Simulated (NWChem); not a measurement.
System meant: FeO, quintet; SMILES [O]=[Fe]

Input file for NWChem:

```
start job
memory heap 200 mb stack 900 mb global 1100 mb
geometry units angstroms noautoz
  Fe     0.000000     0.000000    -0.375325
  O      0.000000     0.000000     1.222988
end
basis spherical
  * library def2-svp
end
dft
  odft
  mult 5
  xc pbe0
  iterations 4
  mulliken
end
task dft energy
```

End of the output:

```
     --------------------------
     Expectation value of S2:
     --------------------------
      <S2> =      6.0357 (Exact =     6.0000)

 center of mass
 --------------
 x =   0.00000000 y =   0.00000000 z =  -0.03904078

 moments of inertia (a.u.)
 ------------------
         113.468963781219           0.000000000000           0.000000000000
           0.000000000000         113.468963781219           0.000000000000
           0.000000000000           0.000000000000           0.000000000000

     Multipole analysis of the density
     ---------------------------------

     L   x y z        total         alpha         beta         nuclear
     -   - - -        -----         -----         ----         -------
     0   0 0 0     -0.000000    -19.000000    -15.000000     34.000000

     1   1 0 0     -0.000000      0.000000     -0.000000      0.000000
     1   0 1 0      0.000000      0.000000      0.000000      0.000000
     1   0 0 1     -1.952168      0.296995     -2.249163      0.000000

     2   2 0 0    -13.669489     -8.948259     -4.721230      0.000000
     2   1 1 0      0.000000      0.000000      0.000000      0.000000
     2   1 0 1     -0.000000     -0.000000      0.000000      0.000000
     2   0 2 0    -13.669489     -8.948259     -4.721230      0.000000
     2   0 1 1     -0.000000     -0.000000      0.000000      0.000000
     2   0 0 2    -15.394259    -39.225308    -31.978146     55.809194

 ------------------------------------------------------------------------
 dft energy failed                                                                                  0
 ------------------------------------------------------------------------
 ------------------------------------------------------------------------
  current input line :
    17: task dft energy
 ------------------------------------------------------------------------
 ------------------------------------------------------------------------
 This type of error is most commonly associated with calculations not reaching convergence criteria
 ------------------------------------------------------------------------
 For more information see the NWChem manual at https://nwchemgit.github.io

0:dft energy failed:Received an Error in Communication
```

### Question
What is wrong, and how is it mended?

### Answer
Convergence was not reached. Cause: the SCF was allowed too few iterations. This input runs:
```
start job
memory heap 200 mb stack 900 mb global 1100 mb
geometry units angstroms noautoz
  Fe     0.000000     0.000000    -0.375325
  O      0.000000     0.000000     1.222988
end
basis spherical
  * library def2-svp
end
dft
  odft
  mult 5
  xc pbe0
  iterations 150
  mulliken
end
task dft energy
```
It converges to -1338.32690 Ha (PBE0/def2-SVP, spin-unrestricted).
